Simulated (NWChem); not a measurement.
System meant: AlH2O2Cl; SMILES [OH][Al]([OH])[Cl]

NWChem input:

```
start job
memory heap 200 mb stack 900 mb global 1100 mb
geometry units angstroms noautoz
  Al    -0.039107     0.427976     0.000000
  Cl     0.200397    -1.648451     0.000000
  O     -1.614191     1.032697     0.000000
  H     -1.839773     1.964030     0.000000
  O      1.289622     1.474699     0.000000
  H      2.209667     1.207104     0.000000
end
basis spherical
  * library def2-svp
end
dft
  xc b3lyp
  iterations 4
  mulliken
end
task dft energy
```

End of the output:

```
    Atom       Charge   Shell Charges
 -----------   ------   -------------------------------------------------------
    1 Al  13    12.69   2.00  1.92  0.49  0.17  5.81  0.96  0.67  0.66
    2 Cl  17    17.05   2.00  1.96  1.04  0.78  5.82  2.27  3.18  0.01
    3 O    8     8.22   1.97  0.86  0.59  2.73  2.05  0.01
    4 H    1     0.91   0.55  0.17  0.19
    5 O    8     8.23   1.97  0.86  0.59  2.73  2.06  0.01
    6 H    1     0.91   0.55  0.17  0.19

 center of mass
 --------------
 x =  -0.01379823 y =  -0.08435817 z =   0.00000000

 moments of inertia (a.u.)
 ------------------
         564.702442813115           0.000000000000           0.000000000000
           0.000000000000         274.946778703815           0.000000000000
           0.000000000000           0.000000000000         839.649221516930

     Multipole analysis of the density
     ---------------------------------

     L   x y z        total         alpha         beta         nuclear
     -   - - -        -----         -----         ----         -------
     0   0 0 0     -0.000000    -24.000000    -24.000000     48.000000

     1   1 0 0      0.519968      0.259984      0.259984      0.000000
     1   0 1 0      0.566542      0.283271      0.283271     -0.000000
     1   0 0 1     -0.000000     -0.000000     -0.000000      0.000000

     2   2 0 0    -25.172165    -88.426934    -88.426934    151.681703
     2   1 1 0     -2.207880      0.035613      0.035613     -2.279106
     2   1 0 1      0.000000      0.000000      0.000000      0.000000
     2   0 2 0    -26.733867   -157.001904   -157.001904    287.269941
     2   0 1 1     -0.000000     -0.000000     -0.000000      0.000000
     2   0 0 2    -24.634092    -12.317046    -12.317046      0.000000

 ------------------------------------------------------------------------
 dft energy failed                                                                                  0
 ------------------------------------------------------------------------
 ------------------------------------------------------------------------
  current input line :
    19: task dft energy
 ------------------------------------------------------------------------
 ------------------------------------------------------------------------
 This type of error is most commonly associated with calculations not reaching convergence criteria
 ------------------------------------------------------------------------
 For more information see the NWChem manual at https://nwchemgit.github.io

0:dft energy failed:Received an Error in Communication
```

Problem. What is wrong, and how is it mended?

Solution. The run did not converge; its last values are not results. Cause: the SCF was allowed too few iterations. This input runs:
```
start job
memory heap 200 mb stack 900 mb global 1100 mb
geometry units angstroms noautoz
  Al    -0.039107     0.427976     0.000000
  Cl     0.200397    -1.648451     0.000000
  O     -1.614191     1.032697     0.000000
  H     -1.839773     1.964030     0.000000
  O      1.289622     1.474699     0.000000
  H      2.209667     1.207104     0.000000
end
basis spherical
  Al library def2-svp
  Cl library def2-svp
  O library def2-svp
  H library def2-svp
end
dft
  xc b3lyp
  iterations 150
  mulliken
end
task dft energy
```
It converges to -854.15499 Ha (B3LYP/def2-SVP).
